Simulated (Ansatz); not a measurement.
`CO[Si](F)I` radical, one more setting.

```yaml
crystal:
  periodic: [false, false, false]
  atoms:
    - {symbol: C, position_ang: [-0.504521, -0.599899, 0.850622]}
    - {symbol: O, position_ang: [0.743225, 0.018074, 0.574417]}
    - {symbol: Si, position_ang: [1.269213, 0.613555, -0.831114]}
    - {symbol: F, position_ang: [1.009248, -0.461620, -1.985858]}
    - {symbol: I, position_ang: [0.049278, 2.652672, -1.466257]}
    - {symbol: H, position_ang: [-0.466523, -0.983655, 1.869732]}
    - {symbol: H, position_ang: [-0.693073, -1.426224, 0.161226]}
    - {symbol: H, position_ang: [-1.314747, 0.129996, 0.771532]}
basis:
  gaussian: {orbitals: def2-SVP}
magnetization: {spin_polarized: true, initial_magnetization: 3}
hamiltonian: {xc: {name: B3LYP}}
output: {forces: true}
```

```sh
$ ansatz run in.yaml --threads 2 --pin off --events-out ev --progress --plain --max-ram 32768MiB --backend cpu
```

It prints (some lines left out):

```
Functional definition: B3LYP
1058 factors; integrals over basis functions are off by at most 1.4e-3 eV
mean field evaluation 1: about -21803.3962 eV, gradient 5.4e1 eV
mean field evaluation 2: about -21684.7604 eV, gradient 1.5e2 eV
mean field evaluation 4: about -21814.9848 eV, gradient 3.2e1 eV
mean field evaluation 8: about -21819.6983 eV, gradient 1.2e0 eV
mean field evaluation 16: about -21819.8150 eV, gradient 4.8e-2 eV
mean field evaluation 32: about -21819.8171 eV, gradient 9.9e-4 eV
mean field -21819.81709570 eV, -801.8634882639 hartree, gradient 2.3e-7 eV, S^2 3.753753; 8 other end points of the search recorded, 0 dependent functions left out
reference -21819.81733720 eV, -801.8634971388 hartree; 34, 31 occupied and 67, 70 virtual orbitals, 1058 factors
Total energy: -21819.81733720 eV, -801.8634971388 hartree
Atom 0 at    -0.504521    -0.599899     0.850622 Å, force     0.704378     0.261621    -0.018587 eV/Å
Atom 1 at     0.743225     0.018074     0.574417 Å, force    -0.701066    -1.347563     2.940941 eV/Å
Atom 2 at     1.269213     0.613555    -0.831114 Å, force     2.811666    -1.777902     0.125683 eV/Å
Atom 3 at     1.009248    -0.461620    -1.985858 Å, force     0.099833    -1.641726    -1.693779 eV/Å
Atom 4 at     0.049278     2.652672    -1.466257 Å, force    -2.346156     4.679999    -1.406063 eV/Å
Atom 5 at    -0.466523    -0.983655     1.869732 Å, force    -0.064784    -0.119168     0.352893 eV/Å
Atom 6 at    -0.693073    -1.426224     0.161226 Å, force    -0.099697    -0.222458    -0.248921 eV/Å
Atom 7 at    -1.314747     0.129996     0.771532 Å, force    -0.404173     0.167198    -0.052166 eV/Å
Dipole moment:    -0.368392     0.177524     0.182714 e Å
```

Hardware: 2 threads of an AMD EPYC 7R13 on a shared host. Wall time 15 s, peak host memory 0.37 GiB.
